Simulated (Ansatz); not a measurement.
Input file for Ansatz (a first-principles code): U-wB97X-V/def2-TZVPP on H3OSb (SMILES [OH][SbH2]), a point of a bond scan (R = 0.963 Å). Elements past Kr take the def2 small-core potentials; no spin–orbit coupling.

Ansatz 0.2 input:
```yaml
crystal:
  periodic: [false, false, false]
  atoms:
    - {symbol: Sb, position_ang: [-0.13991851, -0.18850357, 0.17284294]}
    - {symbol: H, position_ang: [-1.57925916, -0.00123820, -0.74909475]}
    - {symbol: H, position_ang: [0.34632779, -1.50101127, -0.82596986]}
    - {symbol: O, position_ang: [0.87678159, 1.17036346, -0.87102850]}
    - {symbol: H, position_ang: [1.35452263, 1.75302379, -0.27169751]}
basis:
  gaussian:
    orbitals: def2-TZVPP
hamiltonian:
  xc: {name: wB97X-V}
magnetization: {spin_polarized: true, initial_magnetization: 0}
```

The log:

```
WARN ansatz: RAYON_NUM_THREADS=1 ignored (pool sized by the plan → 1); use --threads N
Functional definition: wB97X-V
integrals: 0.05 GiB planned
764 factors; their error is unknown
integrals: 0.08 GiB planned
172 factors; integrals over basis functions are off by at most 2.0e-5 eV
mean field: 0.65 GiB planned
mean field evaluation 1: about -8628.8801 eV, gradient 3.5e1 eV
mean field evaluation 2: about -8625.1458 eV, gradient 4.8e1 eV
mean field evaluation 4: about -8632.9615 eV, gradient 7.3e-1 eV
mean field evaluation 8: about -8633.0796 eV, gradient 3.4e-1 eV
mean field evaluation 16: about -8633.0799 eV, gradient 2.6e-4 eV
mean field -8633.07987115 eV, -317.2598335532 hartree, gradient 4.5e-5 eV, S^2 0.000000; 0 other end points of the search recorded, 0 dependent functions left out
reference -8633.07986934 eV, -317.2598334865 hartree; 17, 17 occupied and 106, 106 virtual orbitals, 764 factors
Total energy: -8633.07986934 eV, -317.2598334865 hartree
```

The calculation finished and met its thresholds.

Cost: about 7 core-seconds (a rough figure).
